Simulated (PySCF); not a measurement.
CH4SSi, neutral, multiplicity 1. Atoms are numbered in the order given.

```xyz
7

Si     0.6723    -0.5643     0.3817
C      1.3929     1.1477    -0.0086
H      1.1239     1.8115     0.8239
H      1.0105     1.6012    -0.9264
H      2.4842     1.1114    -0.0516
S     -1.2852    -0.1368    -0.3208
H     -1.8252    -1.3212    -0.0040
```

The structure is a stationary point at ωB97X-D3(BJ)/def2-TZVP. Other conformers were not sampled.

Calculation: PySCF with TDDFT-PBE0/def2-SVPD.

Vertical excitations. The molecule is in vacuum.

Computed excitation energies, oscillator strengths and character:
```csv
state,energy (eV),λ (nm),f,main pairs
S1,3.19,389,0.019,HOMO→LUMO 100 %
S2,5.12,242,0.021,HOMO−1→LUMO 87 %
S3,5.51,225,0.000,HOMO−2→LUMO 99 %
S4,5.62,221,0.003,"HOMO→LUMO+1 64 %, HOMO→LUMO+2 34 %"
S5,6.00,207,0.340,"HOMO→LUMO+2 58 %, HOMO→LUMO+1 29 %"
S6,6.44,193,0.182,HOMO→LUMO+3 95 %
S7,6.92,179,0.021,"HOMO−1→LUMO+2 57 %, HOMO−1→LUMO+1 35 %"
S8,7.06,176,0.101,HOMO→LUMO+4 88 %
S9,7.11,174,0.027,"HOMO−1→LUMO+1 63 %, HOMO−1→LUMO+2 31 %"
S10,7.24,171,0.048,HOMO→LUMO+5 82 %
T1,1.83,678,0,HOMO→LUMO 98 %
T2,4.01,309,0,HOMO−1→LUMO 98 %
T3,4.58,271,0,"HOMO→LUMO+2 45 %, HOMO→LUMO+1 44 %"
T4,5.08,244,0,HOMO−2→LUMO 98 %
```
Triplets are in the Tamm–Dancoff approximation, which puts them higher than full response would, so one can lie above its singlet here.
